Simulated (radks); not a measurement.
Task: Numerical settings for the zirconium ion Zr2+, [Kr] 4d2. Calculated with a radial shooting solver on a logarithmic mesh with Libxc functionals: Dirac Kohn-Sham, PBE, spin-unpolarised, spherical densities, finite nucleus; open shells fill j = l - 1/2 first; Fermi nuclear charge, rms radius 4.2694 fm. The defaults (mesh step 0.008 in ln r, mesh end at 40 bohr or more with all orbitals vanishing there, Anderson mixing 0.5 over 9 steps, residual threshold near 1e-9 with the energy settled to 1e-9 hartree or 1e-11 of itself, here a cap of 78 iterations) give E = -3598.1831 hartree and 4d3/2 at -17.354 eV in 14 iterations. Run on one thread of a shared host, so times are rough (Arm Neoverse V1): 0.11 s of CPU time, 0.11 s wall, 14 iterations on 2198 mesh points. One setting is changed at a time: mesh step in ln r 0.05; mesh step in ln r 0.12; mesh step in ln r 0.2; mesh end (bohr) 5; mesh end (bohr) 8; residual threshold 1e-13; residual threshold 0.1; mixing 0.01; linear mixing, mixing 1; linear mixing, mixing 0.5; mixing history 2; iteration cap 8. Which runs fail to converge, and which converge to a wrong energy?

Result: Not converged within the cap: mesh step in ln r 0.12; mesh step in ln r 0.2; linear mixing, mixing 1; iteration cap 8. Settings that end as converged yet miss the energy by more than 1 mhartree: mesh end (bohr) 5 (+0.016 hartree).
